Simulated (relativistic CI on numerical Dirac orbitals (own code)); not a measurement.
# Hyperfine structure of Pd XXVII, mass number 105

Calculated at this level of theory: Dirac-Coulomb-Breit CI, separate exchange-only KLI orbitals for each configuration, model QED, unscaled Slater integrals (own radial code, finite nucleus).

CI space (outside the closed core [Ne]): 3s2.3p6.3d2, 3s2.3p5.3d3, 3s.3p6.3d3, 3s2.3p6.3d.4s, 3s2.3p6.3d.4p, 3s2.3p6.3d.4d, 3s2.3p6.3d.4f, 3s2.3p5.3d2.4s, 3s2.3p5.3d2.4p, 3s2.3p6.4s2, 3s2.3p5.3d2.4d, 3p6.3d4, 3p5.3d5. Double excitations out of closed p, d and f shells are left out; levels of such configurations are missing from the list, as are those of other unlisted configurations, and high levels can miss mixing partners. These lack a partner that the ground configuration has and come out too high: 3s2.3p5.3d2.4s, 3s2.3p5.3d2.4p, 3s2.3p5.3d2.4d.

Nuclear spin I = 5/2, μ = -0.642 μN, Q = 0.66 b (tables of Stone and Pyykkö). The electronic factors are computed for point nuclear moments, without core polarisation or the Bohr-Weisskopf and QED corrections.

```csv
Level,E (cm⁻¹),A (MHz),B (MHz)
3s2.3p6.3d2 3F_2,0,-4536,2140
3s2.3p6.3d2 3F_3,47149,-2672,3580
3s2.3p6.3d2 3F_4,83702,-2316,7030
3s2.3p6.3d2 3P_1,110235,34.97,3460
3s2.3p6.3d2 1G_4,152414,-2465,17800
3s2.3p6.3d2 3P_2,160872,-1840,-6000
3s2.3p5.3d3 5D°_1,1113060,-7224,20700
3s2.3p5.3d3 5F°_3,1125907,-4236,-156
```

Levels with J = 0, under 50 % of one LS term, or S terms without an open s electron are left out. Small factors come from cancelling terms and can be off by tens of per cent or more.

At this charge energies of transitions that change n are usually good to better than 1 %, and those within a shell (Δn = 0) to a few per cent. Terms inside the open d or f shell come out 10 to 20 % too wide with unscaled integrals.

Problem. Give the hyperfine levels of 3s2.3p6.3d2 3F_2 relative to its centre of gravity.

Solution. With K = F(F + 1) − I(I + 1) − J(J + 1), E = AK/2 + B[¾K(K + 1) − I(I + 1)J(J + 1)]/[2I(2I − 1)J(2J − 1)]: F = 1/2: 33250, F = 3/2: 25480, F = 5/2: 13070, F = 7/2: -3179, F = 9/2: -22140 MHz.

LS names give the leading component of a level, which can be under half, so a name can repeat, a term be missing and a line seem to break the LS rules.
